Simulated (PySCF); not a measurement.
GaH₂Cl, SMILES [GaH2][Cl].

Geometry: B3LYP-D3(BJ)/def2-TZVP.

These are PBE/def2-TZVPD run with PySCF values and carry that method's errors.

Symmetry labels are those of the subgroup C2v that the program uses (full group C2v).

Computed valence orbital energies around the gap with their symmetry:
| orbital | symmetry | energy (eV) |
|---|---|---|
| HOMO−7 | A2 | -20.63 |
| HOMO−6 | B2 | -20.55 |
| HOMO−5 | A1 | -19.45 |
| HOMO−4 | A1 | -11.65 |
| HOMO−3 | A1 | -8.55 |
| HOMO−2 | B2 | -8.50 |
| HOMO−1 | B1 | -7.84 |
| HOMO | B2 | -7.16 |
| LUMO | B1 | -2.68 |
| LUMO+1 | A1 | -1.10 |
| LUMO+2 | A1 | -0.21 |
| LUMO+3 | A1 | 0.16 |
